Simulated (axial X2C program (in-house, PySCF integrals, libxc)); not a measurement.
Results of a calculation; reference values are marked as such.
WB: input and output

Program: an axial X2C code built on PySCF integrals.

Input:
```json
{"zs": [74, 5], "q": 0, "bas": ["dyall-v3z", "dyall-v3z"], "levels": ["PBE0", "HF", "LDA", "BLYP"], "cc": false, "r0": 2.22, "npts": 10, "nst": 2, "ntry": 6}
```
```bash
python so2c.py task.json out
```

Keys: zs atomic numbers; q charge; bas basis sets; levels methods; cc coupled cluster on or off; r0 starting distance in Å; npts points on the curve; nst determinants followed; ntry starts of the search. HF also brings MP2.

Output of the HF step, with spin–orbit coupling, at R = 2.082 Å for the state Ω = 5/2. It starts from PBE0 orbitals of this distance.

```
two-component X2C + atomic mean field  HF
basis functions 209  fitting functions 1157  grid points 5078
iter        total energy     max residual
   1     -16161.656814674     9.85e-01
   2     -16161.700465300     1.96e-02
   3     -16161.703478432     2.45e-02
   4     -16161.707355517     6.20e-03
   5     -16161.709399714     5.28e-03
   6     -16161.711882751     4.04e-03
   7     -16161.713322218     2.57e-03
   8     -16161.714401875     1.74e-03
   9     -16161.714924438     1.37e-03
  10     -16161.715394070     1.16e-03
  11     -16161.715907750     7.28e-04
  12     -16161.716139654     7.32e-04
  13     -16161.716150942     6.32e-04
  14     -16161.716187663     4.86e-04
  15     -16161.716263415     2.67e-04
  16     -16161.716277016     1.08e-04
  17     -16161.716280261     8.23e-05
  18     -16161.716280876     5.72e-05
  19     -16161.716281332     3.47e-05
  20     -16161.716281564     1.60e-05
  21     -16161.716281636     1.12e-05
  22     -16161.716281653     8.45e-06
  23     -16161.716281669     7.42e-06
  24     -16161.716281676     5.03e-06
  25     -16161.716281681     2.05e-06
  26     -16161.716281682     1.47e-06
converged
one-electron -22357.37967899  Coulomb 6443.05253893  exact exchange -327.42342164  xc functional 0.00000000  nuclear repulsion 94.04205958  atomic mean-field constant -14.00777955
```
Energies are in hartree; totals compare only within one Hamiltonian and basis. The determinant is spin-polarised beyond a pure state at some levels (its spin-free form has ⟨S²⟩ too high), which makes Re and μ there less reliable.
